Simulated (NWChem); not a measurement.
C₂H₄F₂OSi; SMILES F/C=C\O[SiH2]F

```xyz
10

F      0.5084    -2.8283    -0.1416
C     -0.6220    -2.1726     0.1557
C     -0.7480    -0.8376     0.0392
O      0.2577    -0.0404    -0.4320
Si     0.5749     1.5256     0.0743
F     -0.7335     2.4596    -0.2256
H     -1.4491    -2.8157     0.4951
H     -1.7128    -0.3647     0.2923
H      1.7213     1.9816    -0.7602
H      0.8078     1.5713     1.5522
```
Atoms are numbered in this order, from 1.

Results from NWChem. Pople sets run with spherical d functions. All runs use the structure optimised with PBE-D3(BJ)/def2-SVP. Level: PBE0/6-31G* with SMD (1 M gas to 1 M solution), gas-phase geometry. Reactions with the solvent are ignored.

### Question
Order these by “dipole in solution (D)”, lowest first: anisole; benzene; water; 1-octanol.

### Answer
benzene (1.55), anisole (1.64), 1-octanol (1.77), water (1.84)
